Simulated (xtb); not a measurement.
H4OSiTe, SMILES [TeH]O[SiH3]. All values are semi-empirical tight-binding results from xtb (GFN2-xTB unless named), good for trends rather than for accurate numbers. Coordinates come from a GFN2-xTB optimisation.

Task: Estimate the properties. (The exact figures need the calculation; the answer reports its results.)

Result: 
```
Quantity                                         Result
----------------------------------------  -------------
orbital gap                                     3.24 eV
zero-point energy                         20.9 kcal/mol
G − E(el) at 298.15 K (modified RRHO)      1.4 kcal/mol
static polarisability (D4 model)             75.7 bohr³
solvation energy, GFN2-xTB/ALPB(water)    -1.6 kcal/mol
solvation energy, GFN2-xTB/ALPB(benzene)  -3.6 kcal/mol
```
